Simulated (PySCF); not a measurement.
ECD: SMILES C1=CCCCCCC=1, C8H12

Cartesian coordinates in Å; atom numbers follow the order of the lines, from 1:
```xyz
20

C     0.2720    1.6454    0.2069
C    -0.9233    1.8951   -0.2699
C    -2.0032    0.8511   -0.1079
C    -1.4782   -0.5157    0.3335
C    -0.4774   -1.1916   -0.6335
C     0.9793   -1.3585   -0.1709
C     1.8784   -0.1171   -0.2664
C     1.3434    0.9997    0.5978
H    -1.1458    2.8056   -0.8382
H    -2.5139    0.7511   -1.0833
H    -2.7811    1.1983    0.5961
H    -1.0241   -0.4213    1.3338
H    -2.3516   -1.1741    0.4666
H    -0.8525   -2.2041   -0.8531
H    -0.4864   -0.6639   -1.6039
H     0.9855   -1.7335    0.8682
H     1.4427   -2.1547   -0.7786
H     1.9265    0.2123   -1.3171
H     2.9047   -0.3827    0.0326
H     1.7551    1.1453    1.6040
```

Method used: TDDFT CAM-B3LYP/aug-cc-pVDZ circular dichroism and optical rotation, one conformer, gas phase (PySCF). Geometry: PBE0-D3(BJ)/def2-SVP.

No stereocentre is labelled: unless the shape is locked (an allene, a helicene, a hindered biaryl), the mirror image is equally populated and a measured rotation or CD is zero.

Problem. Which excitations and rotatory strengths does the calculation give?

Solution. Rotatory strengths R in 10⁻⁴⁰ esu² cm², velocity form and length form (origin at the centre of mass); f in length form.
```
state  E (eV)  λ (nm)      f  R (velocity)  R (length)                                   main
    1    5.47     227  0.003          -4.6        -4.6   HOMO→LUMO+4 0.27, HOMO−1→LUMO+4 0.17
    2    5.62     221  0.004         -15.2       -15.7   HOMO→LUMO+4 0.26, HOMO−1→LUMO+4 0.15
    3    6.13     202  0.025         +13.0       +13.0       HOMO→LUMO 0.60, HOMO→LUMO+3 0.14
    4    6.40     194  0.095         +23.2       +24.2     HOMO→LUMO+1 0.36, HOMO−1→LUMO 0.25
    5    6.60     188  0.011          -9.3        -9.6     HOMO→LUMO+2 0.54, HOMO−1→LUMO 0.15
    6    6.70     185  0.209         -24.7       -25.5   HOMO−1→LUMO+1 0.24, HOMO→LUMO+1 0.17
    7    6.83     182  0.036          -6.4        -6.5     HOMO−1→LUMO+1 0.26, HOMO→LUMO 0.13
    8    6.86     181  0.003          -6.9        -6.9       HOMO→LUMO+3 0.47, HOMO→LUMO 0.14
    9    6.98     178  0.013         +19.1       +19.4                     HOMO−1→LUMO+2 0.51
   10    7.09     175  0.135         +16.6       +17.2  HOMO−1→LUMO+3 0.19, HOMO→LUMO+10 0.15
   11    7.24     171  0.033         -10.7       -10.9   HOMO−1→LUMO+3 0.19, HOMO−1→LUMO 0.19
   12    7.33     169  0.041          -7.5        -7.3  HOMO−1→LUMO+10 0.17, HOMO→LUMO+6 0.13
```

Among the states computed, the strongest CD band (largest |R|) is state 6. The largest dissymmetry factor in size, g = 4R/(D+G), with D and G the electric and magnetic dipole strengths, is -0.035 for state 2 (velocity form, f = 0.004), among bands with |R| over 0.5. The mirror image has the same energies and oscillator strengths and all R with the opposite sign.
